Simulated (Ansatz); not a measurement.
**Question.** Predict a relaxed structure of SiEt(NHMe)3 (C5H17N3Si), charge 0, singlet, at PBE-D4/def2-SVP (Ansatz).

**Answer.** 
```csv
atom,x (Å),y (Å),z (Å)
Si1,-0.021,-0.027,-0.071
C2,-0.232,-1.050,1.512
C3,-0.106,-0.210,2.791
H4,0.547,-1.844,1.492
H5,-1.205,-1.590,1.490
H6,-0.180,-0.825,3.711
H7,0.868,0.322,2.821
H8,-0.894,0.570,2.842
N9,1.423,0.944,-0.213
C10,2.753,0.442,-0.498
H11,1.404,1.858,0.243
H12,3.399,0.327,0.407
H13,2.665,-0.560,-0.966
H14,3.307,1.092,-1.215
N15,-1.264,1.207,-0.085
C16,-2.661,1.010,0.246
H17,-1.111,1.966,-0.755
H18,-3.300,0.668,-0.605
H19,-2.758,0.242,1.042
H20,-3.125,1.938,0.650
N21,0.074,-1.199,-1.365
C22,0.144,-0.866,-2.775
H23,-0.265,-2.144,-1.174
H24,-0.846,-0.861,-3.295
H25,0.575,0.150,-2.889
H26,0.808,-1.560,-3.340
```
 This is one stationary point.
